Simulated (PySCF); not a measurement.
Constitutional and geometric isomers with formula C3H4O. Gas-phase values, no solvent. One relaxed conformer stands for each flexible species; it need not be the lowest. Strings in code marks are SMILES.

Computed with PySCF 2.14.0 with M06-2X/def2-TZVP. All candidates: neutral, multiplicity 1. Delta-SCF ions had no search for a lower state. 

| Quantity | Result |
|---|---|
| dipole moment | 2.69 D |
| vertical ionisation energy (Delta-SCF) | 8.17 eV |
| HOMO–LUMO gap | 8.09 eV |

Q: Identify which member has these values.
A. `CC1=CO1`
B. `C=C1CO1`
C. `O=C1CC1`
D. `CC=C=O`

A: A, `CC1=CO1`. The others give `O=C1CC1`: 2.98 D, 9.59 eV, 8.51 eV; `C=C1CO1`: 1.70 D, 9.57 eV, 10.00 eV; `CC=C=O`: 1.88 D, 9.16 eV, 8.09 eV
